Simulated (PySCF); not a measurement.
C5H8, SMILES C=C/C=C/C.

The structure is a stationary point at B3LYP-D3(BJ)/def2-SVP. Other conformers were not sampled.

Calculation: PBE/def2-TZVP (PySCF).

Symmetry labels are those of the subgroup Cs that the program uses (full group Cs).

Computed valence orbital energies around the gap with their symmetry:
```
orbital  symmetry  energy (eV)
-------  --------  -----------
HOMO−7         A'       -10.86
HOMO−6         A"       -10.08
HOMO−5         A'        -9.83
HOMO−4         A'        -9.17
HOMO−3         A'        -8.66
HOMO−2         A'        -8.17
HOMO−1         A"        -7.75
HOMO           A"        -5.48
LUMO           A"        -1.61
LUMO+1         A"         0.65
LUMO+2         A'         0.87
LUMO+3         A'         1.01
```
